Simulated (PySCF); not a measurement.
Do core-level shifts follow atomic charges?

C6H12O.
Z-matrix (Å and degrees, PBE0-D3(BJ)/def2-SVP geometry), rows numbered from 1:
```
C 
O   1  1.3918
C   2  1.4067  1  113.97
C   3  1.5468  2  112.97  1    71.28
C   4  1.5280  3  105.46  2   132.75
C   5  1.5262  4  102.95  3   -34.65
C   6  1.5286  5  102.94  4    41.90
H   1  1.0992  2  107.89  3   176.14
H   1  1.1091  2  111.82  3    56.93
H   1  1.1076  2  112.79  3   -64.53
H   3  1.1091  2  108.56  1   -51.61
H   4  1.1001  3  113.70  2  -102.26
H   4  1.1028  3  106.97  2    16.34
H   5  1.1006  4  113.02  3  -157.82
H   5  1.1039  4  110.32  3    82.43
H   6  1.1003  5  113.60  4   164.80
H   6  1.1030  5  109.61  4   -75.21
H   7  1.0989  3  109.49  2    14.05
H   7  1.1012  3  109.75  2   131.78
```

Binding energies: delta-SCF UKS SCAN, pcX-2 on the ionised atom, pcseg-1 elsewhere, spin-free X2C (PySCF). Charges: PBE0/pcSseg-1 ground-state density, for the ionised atom.

```json
{"atom": "C4", "environment": "ring CH2 carbon", "C 1s (eV)": "290.26", "Mulliken (e)": "-0.208", "IAO (e)": "-0.284", "Hirshfeld (e)": "-0.081", "ESP (e)": "-0.127"}
{"atom": "C5", "environment": "ring CH2 carbon", "C 1s (eV)": "290.42", "Mulliken (e)": "-0.234", "IAO (e)": "-0.252", "Hirshfeld (e)": "-0.069", "ESP (e)": "-0.158"}
{"atom": "C3", "environment": "sp3 carbon bound to oxygen", "C 1s (eV)": "291.64", "Mulliken (e)": "+0.006", "IAO (e)": "+0.089", "Hirshfeld (e)": "+0.048", "ESP (e)": "+0.401"}
{"atom": "C1", "environment": "methoxy carbon", "C 1s (eV)": "291.98", "Mulliken (e)": "-0.032", "IAO (e)": "-0.193", "Hirshfeld (e)": "-0.042", "ESP (e)": "-0.120"}
```

Q: How well does each charge scheme correlate with the binding energies over these sites?

A: Mulliken: r = 0.95, slope 6.7 eV per e; Hirshfeld: r = 0.67, slope 9.9 eV per e; IAO: r = 0.62, slope 3.1 eV per e; ESP: r = 0.47, slope 1.5 eV per e. Mulliken charges have the highest r, on only 4 points.

Q: The point-charge model writes a binding energy as kq + V + constant, with V the potential of the other atoms' charges at the site. What does it give with the Mulliken charges?

A: V = Σ 14.40 eV Å × q/r over all other atoms: +1.37 eV at C4, +1.58 eV at C5, -3.38 eV at C3, -0.49 eV at C1. Fitting binding energy − V to q gives k = 24.0 eV per e and leaves an rms residual of 0.62 eV, against 0.24 eV for the fit on q alone. The model has no term for differences in relaxation between sites.

Geometry: PBE0-D3(BJ)/def2-SVP, one conformer, isolated molecule.
